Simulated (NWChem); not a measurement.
Molecule: C₂H₅FOSi₂; SMILES [SiH2]1O[SiH2]C1=CF

```xyz
11

F      0.1450    -2.7727     0.0000
C     -0.7298    -1.7437     0.0000
C     -0.3342    -0.4791     0.0000
Si    -1.1052     1.2325     0.0000
O      0.4591     1.8826     0.0000
Si     1.3189     0.4183     0.0000
H     -1.7520    -2.1176     0.0000
H     -1.8826     1.6117    -1.2093
H     -1.8826     1.6117     1.2093
H      2.1639     0.2513     1.2106
H      2.1639     0.2513    -1.2106
```
Atoms are numbered in this order, from 1.

Program: NWChem. Pople sets run with spherical d functions. The geometry was optimised at B3LYP/6-31G* (spherical d). Static field.

Q: Taking PBE0/def2-SVPD as the yardstick, which of these has the fewest basis functions while keeping “isotropic polarisability (bohr³)” within 10 % of it: PBE0/6-31G*; PBE0/def2-SVP; PBE0/6-31+G*?

A: PBE0/6-31+G*.
```
level           basis functions  isotropic polarisability (bohr³)
--------------  ---------------  --------------------------------
PBE0/6-31G*                 102                              63.7
PBE0/def2-SVP               117                              67.3
PBE0/6-31+G*                126                              71.8
PBE0/def2-SVPD              174                              77.3
```

The yardstick is one finite set, not the basis-set limit.
